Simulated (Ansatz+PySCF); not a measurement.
The numbers below are computed, except where a source is named.
Input for PySCF 2.14.0:

```python
from pyscf import gto, scf

mol = gto.M(atom="""
Fe 0.000000 0.000000 0.000000
Cl 0.000000 0.000000 2.213120
Cl 0.000000 0.000000 -2.213120
""", basis='def2-svp', charge=0, spin=4)
mf = scf.UHF(mol)
mf.init_guess = 'huckel'
mf.kernel()
while True:  # follow internal instabilities
    mo, _, stable, _ = mf.stability(return_status=True)
    if stable: break
    mf.kernel(mf.make_rdm1(mo, mf.mo_occ))
print(mf.converged, mf.e_tot, mf.spin_square()[0])
```

The script is written out from the run's settings.

The run gave:

```
Converged                       : yes
Total energy                    : -2181.12762 hartree
Spin squared of the determinant : 6.015
```

Caution: other spin multiplicities were not run.
